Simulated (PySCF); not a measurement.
# Bond length, frequency and bond energy of BPb by level of theory

State: ⁴Σ⁻ (quartet), unpaired electrons σ ↑, π ↑↑. Set-up: basis B def2-TZVPP, Pb def2-TZVPP with ECP60; scalar-relativistic core potentials; PySCF 2.14. De refers to B + Pb in their high-spin ground configurations, without counterpoise correction. The functionals are run spin-unrestricted. A positive dipole means B(−)Pb(+).

```json
{"Level": "UHF", "Re (Å)": "2.244", "ωe (cm⁻¹)": "473", "De (eV)": "1.21", "μ (D)": "1.30"}
{"Level": "UHF-MP2", "Re (Å)": "2.230", "ωe (cm⁻¹)": "589", "De (eV)": "2.41", "μ (D)": "n/a"}
{"Level": "UHF-SCS-MP2", "Re (Å)": "2.240", "ωe (cm⁻¹)": "568", "De (eV)": "2.00", "μ (D)": "n/a"}
{"Level": "UHF-CCSD", "Re (Å)": "2.256", "ωe (cm⁻¹)": "504", "De (eV)": "2.07", "μ (D)": "n/a"}
{"Level": "UHF-CCSD(T)", "Re (Å)": "2.261", "ωe (cm⁻¹)": "506", "De (eV)": "2.29", "μ (D)": "n/a"}
{"Level": "PBE", "Re (Å)": "2.273", "ωe (cm⁻¹)": "486", "De (eV)": "2.84", "μ (D)": "1.97"}
{"Level": "revPBE", "Re (Å)": "2.288", "ωe (cm⁻¹)": "474", "De (eV)": "2.64", "μ (D)": "2.00"}
{"Level": "r²SCAN", "Re (Å)": "2.253", "ωe (cm⁻¹)": "507", "De (eV)": "2.74", "μ (D)": "1.73"}
{"Level": "M06-L", "Re (Å)": "2.255", "ωe (cm⁻¹)": "516", "De (eV)": "2.90", "μ (D)": "2.10"}
{"Level": "PBE0", "Re (Å)": "2.244", "ωe (cm⁻¹)": "513", "De (eV)": "2.58", "μ (D)": "1.89"}
{"Level": "M06-2X", "Re (Å)": "2.246", "ωe (cm⁻¹)": "493", "De (eV)": "2.20", "μ (D)": "1.73"}
{"Level": "CAM-B3LYP", "Re (Å)": "2.231", "ωe (cm⁻¹)": "520", "De (eV)": "2.22", "μ (D)": "1.82"}
{"Level": "B2PLYP", "Re (Å)": "2.256", "ωe (cm⁻¹)": "511", "De (eV)": "2.35", "μ (D)": "1.69"}
```

**Question.** Which functional lies closest to UHF-CCSD(T) in De, which farthest, and by how much do they differ from it?

**Answer.** Closest is B2PLYP (-0.5 pm in Re, +1.0 % in ωe, +0.06 eV in De against UHF-CCSD(T) in the same basis), farthest M06-L (-0.6 pm in Re, +2.0 % in ωe, +0.61 eV in De). CCSD(T) converges more slowly with the basis than the functionals do and binds too weakly in this one, so the order can change at the basis-set limit.

**Question.** What does a quarter of exact exchange do here, going from PBE to PBE0?

**Answer.** PBE0 less PBE: -2.9 pm in Re, +5.6 % in ωe, -0.26 eV in De. Exact exchange removes part of the self-interaction that spreads semilocal densities, and in most molecules shortens and stiffens the bond and lowers De; so it does here.

**Question.** What does the step from GGA to meta-GGA do here, going from PBE to r²SCAN?

**Answer.** r²SCAN less PBE: -2.0 pm in Re, +4.3 % in ωe, -0.10 eV in De. 

Correlated steps freeze 5 core orbitals. Spin–orbit coupling is left out, which matters for elements this heavy, above all for dissociation energies. B2PLYP dipoles, levels and charges come from its SCF part alone. The state is the lowest determinant that a PBE0 search found; another state may lie lower at other levels.
